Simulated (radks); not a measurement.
Spherical quantum dot in the effective-mass picture: electrons in a well V = -V0 / (1 + exp((r - R)/a)) with V0 = 24, R = 2.44, a = 0.23, with a point charge +2 (a donor) at the centre, all in effective atomic units (hartree* = m*/eps^2 hartree, bohr* = eps/m* bohr), one dielectric constant everywhere. Method: non-relativistic Kohn-Sham, LDA (Slater exchange, Perdew-Wang correlation), spin-polarised, spherical densities; computed with a radial shooting solver with Libxc functionals. Levels are named by radial order and angular momentum (1s, 1p, 1d, 2s, ...), and open shells are averaged over m. Results are scaled to m* = 0.061 and eps = 11.2, for which hartree* = 13.23 meV and bohr* = 9.716 nm.

N = 14, configuration 1s2 1p6 1d(up 4, down 0) 2s2. This is the lowest configuration that the search found. Occupied and some empty levels:

level    occupation  eigenvalue (meV)  <r> (nm)
1s up             1           -213.32     10.42
1s down           1           -212.23     10.21
1p up             3           -199.19     13.87
1p down           3           -197.63     13.84
2s up             1           -185.27     10.99
1d up             4           -184.37     15.16
2s down           1           -184.35     11.15
1d down           0           -182.74     15.17
1f up             0           -166.56     16.10
1f down           0           -164.92     16.12
2p up             0           -153.61     12.80
2p down           0           -152.61     12.80
1g up             0           -145.94     16.88
1g down           0           -144.36     16.91

Energy (meV): total -3528.76, kinetic 378.05, external -4632.9, Hartree 841.84, exchange-correlation -115.71.

Electron density:

r (nm)  n(r) (e/nm^3)
1.27         0.004180
2.69         0.002381
4.11         0.001401
5.53        0.0008822
6.94        0.0006303
8.36        0.0005348
9.77        0.0005241
11.2        0.0005446
12.6        0.0005538
14.0        0.0005227
15.4        0.0004419
16.9        0.0003250
18.3        0.0002020
19.7        0.0001032
21.1       0.00004234
22.5       0.00001391
24.0        3.645e-06
25.4        7.932e-07
26.8        1.512e-07
28.2        2.644e-08
